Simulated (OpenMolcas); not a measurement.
# Mo2+: terms and fine structure

```yaml
Program: OpenMolcas
Method: CASSCF
Basis: ANO-RCC-VQZP [8s7p5d3f2g1h]
Scalar_Hamiltonian: DKH2, point nucleus
Active_space: 4 electrons in 5 orbitals (4d)
State_averaging: 2S+1 = 5 even, 5 roots; 2S+1 = 3 even, 45 roots; 2S+1 = 1 even, 50 roots
Spin-orbit_coupling: state interaction with AMFI integrals over the reference wave functions, term energies averaged over their components
```

Spin-free terms above the lowest, with the occupations of the reference:

```tsv
Configuration	Term	E (cm-1)	Occupations
4d4	5D	0.0	4d 4.00
4d4	3H	15269	4d 4.00
4d4	3P(1)	17147	4d 4.00
4d4	3F(1)	17531	4d 4.00
4d4	3G	19060	4d 4.00
4d4	1I	22851	4d 4.00
4d4	1G(1)	24197	4d 4.00
4d4	3D	24368	4d 4.00
4d4	1S(1)	28076	4d 4.00
4d4	1D(1)	29771	4d 4.00
4d4	1F	34141	4d 4.00
4d4	3F(2)	40239	4d 4.00
4d4	3P(2)	40623	4d 4.00
4d4	1G(2)	45512	4d 4.00
4d4	1D(2)	61013	4d 4.00
4d4	1S(2)	79134	4d 4.00
```

With spin-orbit coupling, above the lowest level:

| Configuration | Term | J | E (cm-1) | Measured (cm-1) | g | Term weight % |
| --- | --- | --- | --- | --- | --- | --- |
| 4d4 | 5D | 0 | 0.0 | 0.0 |  | 99 |
| 4d4 | 5D | 1 | 219 | 242 | 1.501 | 99 |
| 4d4 | 5D | 2 | 622 | 668 | 1.501 | 100 |
| 4d4 | 5D | 3 | 1168 | 1224 | 1.500 | 100 |
| 4d4 | 5D | 4 | 1824 | 1872 | 1.500 | 99 |
| 4d4 | 3H | 4 | 15780 | 12680 | 0.815 | 94 |
| 4d4 | 3P(1) | 0 | 16175 | 11149 |  | 97 |
| 4d4 | 3H | 5 | 16270 | 13276 | 1.039 | 97 |
| 4d4 | 3H | 6 | 16747 | 13811 | 1.165 | 99 |
| 4d4 | 3P(1) | 1 | 17410 | 12510 | 1.496 | 99 |
| 4d4 | 3F(1) | 3 | 18278 | 13948 | 1.007 | 76 |
| 4d4 | 3F(1) | 2 | 18363 | 13929 | 0.670 | 99 |
| 4d4 | 3F(1) | 4 | 18517 | 14296 | 1.204 | 80 |
| 4d4 | 3P(1) | 2 | 19317 | 14358 | 1.495 | 98 |
| 4d4 | 3G | 3 | 20155 | 15871 | 0.828 | 76 |
| 4d4 | 3G | 4 | 20562 | 16283 | 1.076 | 80 |
| 4d4 | 3G | 5 | 20863 | 16714 | 1.195 | 97 |
| 4d4 | 1I | 6 | 24178 | 20290 | 1.002 | 99 |
| 4d4 | 3D | 3 | 25412 | 19488 | 1.331 | 99 |
| 4d4 | 3D | 2 | 25561 | 19577 | 1.166 | 95 |
| 4d4 | 3D | 1 | 25811 |  | 0.505 | 99 |
| 4d4 | 1G(1) | 4 | 25828 | 20612 | 1.006 | 94 |
| 4d4 | 1S(1) | 0 | 29544 | 22990 |  | 97 |
| 4d4 | 1D(1) | 2 | 31196 | 22806 | 1.005 | 96 |
| 4d4 | 1F | 3 | 35312 |  | 1.003 | 97 |
| 4d4 | 3P(2) | 2 | 41245 |  | 1.495 | 99 |
| 4d4 | 3F(2) | 4 | 41413 |  | 1.248 | 99 |
| 4d4 | 3F(2) | 2 | 41580 |  | 0.671 | 99 |
| 4d4 | 3F(2) | 3 | 41686 |  | 1.082 | 98 |
| 4d4 | 3P(2) | 1 | 42556 |  | 1.500 | 100 |
| 4d4 | 3P(2) | 0 | 43232 |  |  | 99 |
| 4d4 | 1G(2) | 4 | 46834 | 36164 | 1.003 | 99 |
| 4d4 | 1D(2) | 2 | 62278 |  | 1.000 | 100 |
| 4d4 | 1S(2) | 0 | 80418 |  |  | 100 |

Against the 23 measured excited levels shown (Sugar and Musgrove, J. Phys. Chem. Ref. Data 17, 155 (1988)) the mean absolute deviation is 4200 cm-1; the largest miss in energy is 4d4 1G4(2): computed 46834, measured 36164 cm-1 (+29.5 %), and the largest in proportion 4d4 3P0(1) (+45.1 %).

Spin-orbit coupling puts the lowest level 1228 cm-1 below the lowest spin-free term.

A least-squares Racah fit to the terms below 60000 cm-1, each weighted by 2L + 1 and with a free common offset, gives B = 755 cm-1 and C = 3030 cm-1 (C/B = 4.02), with an rms deviation of 52 cm-1.

For 5D the intervals divided by the larger J are 218.9, 201.6, 182.1, 164.0 cm-1. Landé's interval rule makes them equal in pure LS coupling; they differ by 29 % of their mean. The multiplet is regular.

Levels of configurations with an s electron are missing; early in the row they begin among the upper levels of the d shell and mix with terms of their name. Without dynamic correlation excited terms often stand tens of per cent too high (terms of higher spin than the ground term too low), and those without a measured partner can miss by more than the paired ones. Some levels mix across a computed gap that differs much from the measured one, so their mixing is not that of the real levels. Computed and measured levels are paired by configuration, term and J; levels that our copy of the source lacks, or whose pairing is in doubt (as where it misses far off the trend of its configuration), stay unpaired and out of the deviations. Only configurations of the active space appear.

The term weight is that of the spin-free term in the level, not the purity of its configuration. A number in round brackets counts repeated terms of one configuration in the order of the reference energies.
